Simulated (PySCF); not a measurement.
# `[BH3-][PH+]1C=C1`, C$_{2}$H$_{6}$BP

Geometry:
```tsv
atom	x (Å)	y (Å)	z (Å)
B1	-1.687	0.005	0.342
P2	0.093	-0.494	-0.135
C3	1.394	0.497	-0.862
C4	1.648	0.213	0.397
H5	-2.332	-0.283	-0.656
H6	-1.926	-0.721	1.297
H7	-1.625	1.196	0.597
H8	0.341	-1.850	-0.490
H9	1.756	1.054	-1.727
H10	2.350	0.391	1.212
```

The calculation used PySCF, GIAO PBE/aug-pcSseg-1 magnetisability, rotational g tensor and spin-rotation constants, non-relativistic, gas phase. Geometry: PBE0-D3(BJ)/def2-SVP.

Task: How diamagnetic is it, and how anisotropic?

Result: Isotropic -798 × 10⁻³⁰ J/T², or -48.1 × 10⁻⁶ cm³/mol; principal values -1067, -715, -614 × 10⁻³⁰ J/T², anisotropy 412 × 10⁻³⁰ J/T² (root of half the summed squared differences of the principal values). The susceptibility is in cgs units.

Task: Split it along the inertial axes a, b, c into diamagnetic and paramagnetic parts about the centre of mass, with the quadrupole moment.

Result: 
| axis | χ (10⁻⁶ cm³/mol) | diamagnetic (10⁻⁶ cm³/mol) | paramagnetic (10⁻⁶ cm³/mol) | summed x² of all electrons (Å²) | quadrupole Θ (D Å) |
| --- | --- | --- | --- | --- | --- |
| a | -46.9 | -153.3 | 106.3 | 71.3 | -5.69 |
| b | -37.0 | -376.4 | 339.4 | 18.7 | +4.78 |
| c | -60.4 | -381.5 | 321.2 | 17.5 | +0.91 |

Anisotropies 2χaa − χbb − χcc = +3.4 and 2χbb − χaa − χcc = +33.4 × 10⁻⁶ cm³/mol. Θ is traceless in Buckingham's convention.

Task: And the rotational g tensor?

Result: 
| axis | rotational constant (GHz) | g | nuclear part | electronic part |
| --- | --- | --- | --- | --- |
| a | 15.9712 | -0.0900 | 0.7078 | -0.7978 |
| b | 4.1311 | -0.0546 | 0.6041 | -0.6588 |
| c | 4.0377 | -0.0046 | 0.6046 | -0.6092 |

Asymmetric top; isotopes 11B, 12C, 1H, 31P; no vibrational averaging.
